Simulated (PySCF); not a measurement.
## Relaxation of singlet SeO2I2

Computed with PySCF, PBE0, basis Se def2-SVP, O def2-SVP, I def2-SVP with ECP28 (scalar-relativistic core potentials, no spin–orbit coupling, density fitting). A (50,194) grid was used.

A hand-made see-saw (ligand arrangement 2) start, with no symmetry imposed:

```xyz
5
charge 0 multiplicity 1, angstrom
Se   -0.6243   -0.7893   -0.6577
O    -0.6243   -2.4231   -0.5148
O    -1.9166   -0.7893    0.3520
I    -0.6243    1.6912   -0.4407
I     1.3378   -0.7893    0.8753
```

(1) What forces act on the atoms at the start (eV/Å)?

(2) What does it relax to?

(3) How much energy is released, and in how many steps?

Answers

(1) 
```json
{"atom": "Se1", "Fx": "-0.30", "Fy": "-3.14", "Fz": "1.24"}
{"atom": "O2", "Fx": "0.20", "Fy": "-1.68", "Fz": "-2.08"}
{"atom": "O3", "Fx": "-0.90", "Fy": "1.64", "Fz": "0.32"}
{"atom": "I4", "Fx": "-0.77", "Fy": "3.24", "Fz": "-0.56"}
{"atom": "I5", "Fx": "1.77", "Fy": "-0.06", "Fz": "1.07"}
```

(2) It ends at C2v with Se–I 2.582 Å (×2), Se–O 1.596 Å (×2); I–Se–I 102.7°, I–Se–O 107.8° (×4), O–Se–O 121.5° (after a last refinement on a finer grid). No frequency check is given, so it may be a saddle point. Other isomers or separated fragments may lie lower.

(3) 343.2 kJ/mol in 12 steps.
